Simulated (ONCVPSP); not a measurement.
# boron: excitation energies, all-electron against ONCV

```json
{
 "Element": "boron (B)",
 "Generator": "ONCVPSP 4.0.1",
 "Type": "optimised norm-conserving Vanderbilt (ONCV)",
 "Functional": "PBE",
 "Relativity": "scalar-relativistic",
 "Frozen core": "[He]",
 "Valence charge": "3",
 "Reference configuration": "2s2 2p1",
 "Partial waves": "2s: rc 1.35 bohr, ncon 4, nbas 9, qcut 4.5 1/bohr, 3 projectors, debl 1.7 Ha; 2p: rc 2.05 bohr, ncon 4, nbas 9, qcut 3.9 1/bohr, 3 projectors, debl 1.6 Ha; d scattering state at 0.09 Ha: rc 2.15 bohr, ncon 3, nbas 7, qcut 4.6 1/bohr, 2 projectors, debl 0.7 Ha",
 "Local potential": "polynomial inside 0.95 bohr (lpopt 3, dvloc0 0 Ha)",
 "Core correction": "Teter function, fcfact 1.75, rcfact 1.3"
}
```

Energies are relative to the spin-unpolarised reference configuration 2s2 2p1; without spin polarisation the order of configurations can differ from experiment.

Question: Give the all-electron excitation energy and the error of the potential for: 2s2 2p0; 2s1 2p0; 2s2 2p0.5; 2s1 2p2.

Answer:

```
valence configuration  charge  ΔE all-electron (eV)  error AE − PS (meV)
              2s2 2p0      +1                 8.220                  +45
              2s1 2p0      +2                33.642                 +164
            2s2 2p0.5    +0.5                 2.887                 +6.0
              2s1 2p2       0                 5.851                 -6.4
```

Levels in the configuration 2s1 2p0:

```tsv
level	all-electron (eV)	pseudo (eV)
2s	-31.475	-31.288
```
